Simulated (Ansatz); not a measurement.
`O=C[NH][GeH3]` + `F[SiH]1CN1` → `F[SiH]1C[N]1[GeH3]` + `NC=O`  (ligand exchange at a Ge–N bond)

Calculated with Ansatz (gas phase, PBE0-D4/def2-TZVP geometries, no zero-point term in ΔE). CBS: MP2 limit from def2 TZ/QZ plus the TZ coupled-cluster correction, frozen cores. This one scheme is used for every species. DFT in def2-TZVPP. B3LYP here is the variant with VWN-RPA as its local correlation; programs differ in this. For Ge outer-core shells are correlated without core-valence functions, which leaves a few kJ/mol of doubt a bond. Scalar relativity is left out up to krypton. One conformer a species, not always the lowest.

`O=C[NH][GeH3]`:

```xyz
9

O     0.775    1.805    0.263
C     1.190    0.715    0.592
N     0.531   -0.433    0.333
Ge   -1.097   -0.332   -0.576
H     2.146    0.585    1.133
H     0.946   -1.297    0.642
H    -0.865    0.278   -1.959
H    -2.090    0.481    0.256
H    -1.536   -1.801   -0.684
```

`F[SiH]1CN1`:

```xyz
8

F    -0.088   -1.302   -1.769
Si    0.328   -0.848   -0.300
C     0.252    0.918    0.127
N    -0.735   -0.057    0.722
H     1.213   -1.898    0.228
H     0.877    1.432    0.853
H    -0.135    1.586   -0.644
H    -1.713    0.169    0.783
```

`F[SiH]1C[N]1[GeH3]`:

```xyz
11

F    -2.889   -0.186    0.056
Si   -1.527    0.282    0.733
C    -0.342    1.347   -0.140
N    -0.064   -0.125    0.052
Ge    1.395   -1.107   -0.429
H    -1.751    0.225    2.187
H    -0.530    1.652   -1.170
H     0.337    2.025    0.379
H     1.179   -2.532    0.099
H     2.654   -0.473    0.194
H     1.539   -1.107   -1.962
```

`NC=O`:

Cartesian coordinates in Å:
```
N -0.379 0.395 0.423
C 0.360 -0.373 -0.407
O 0.602 -0.111 -1.559
H -0.768 1.257 0.080
H -0.546 0.123 1.374
H 0.730 -1.291 0.088
```

| level | ΔE (kJ/mol) |
| --- | --- |
| B2PLYP | -10.7 |
| r2SCAN | -8.9 |
| PBE0 | -10.1 |
| B3LYP | -10.4 |
| HF/def2-TZVPP | -14.1 |
| SCS-MP2/def2-TZVPP | -11.4 |
| MP2/def2-QZVPP | -11.4 |
| MP2/CBS(def2) | -11.0 |

**Question.** What does CCSD(T)/CBS give? (Estimate.)

**Answer.** Ansatz gave: -8.2 kJ/mol. The listed levels differ from it by -2.5, -0.7, -1.9, -2.2, -5.9, -3.2, -3.2, -2.8 kJ/mol.

Largest T1 diagnostic among the species: 0.016.
